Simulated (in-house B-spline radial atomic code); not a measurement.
The numbers below are computed, except where a source is named.
Correlation energy from the adiabatic connection: −Z/r, Z = 4.41, wall at 1.32 bohr

Two electrons in a singlet, external potential −Z/r, Z = 4.41, wall at 1.32 bohr (atomic units). Full CI in B-splines (partial waves to l = 8, correlation up to 0.6 % small) with the density held fixed gives W(λ) = <V_ee>_λ − U, and E_c is the integral of W(λ) − W(0) from 0 to 1.

```tsv
λ	W(λ) − W(0) (hartree)
0	0.00000
0.02	-0.00186
0.05	-0.00465
0.12	-0.01108
0.25	-0.02283
0.4	-0.03605
0.6	-0.05317
0.8	-0.06971
1	-0.08571
```

Problem. Integrate the table by the trapezoid rule.

Solution. The strips give -0.00002, -0.00010, -0.00055, -0.00220, -0.00442, -0.00892, -0.01229, -0.01554, which sum to -0.04404 hartree. The direct value, W(1) − W(0) + T_c with T_c = 0.04163, is -0.04407; the curve is convex, so chords lie above it and the trapezoids fall short in size by 0.08 %.

Problem. Now use only three numbers: W(0) = -2.5914, the initial slope W'(0) = -0.09327 (extrapolated from the first points) and the strong-coupling limit of the point-charge-plus-continuum model, W∞ = -3.5881. What do second-order theory and the interpolation W(λ) = W∞ + (W(0) − W∞)/√(1 + 2χλ) of Seidl, Perdew and Levy give?

Solution. Second order keeps the slope alone: E_c = W'(0)/2 = -0.04664, +6 % in size against -0.04407. Matching the slope fixes χ = W'(0)/(W∞ − W(0)) = -0.09327/(-0.99670) = 0.09358. Integrating, with s = √(1 + 2χ) = 1.089568, E_c = −(W(0) − W∞)(s − 1)/(s + 1) = −0.99670 × 0.089568/2.089568 = -0.04272 hartree, -3.1 % in size against the full result. At λ = 1 the formula gives W − W(0) = -0.08193 against -0.08571. Part of the miss can come from the model's W∞.
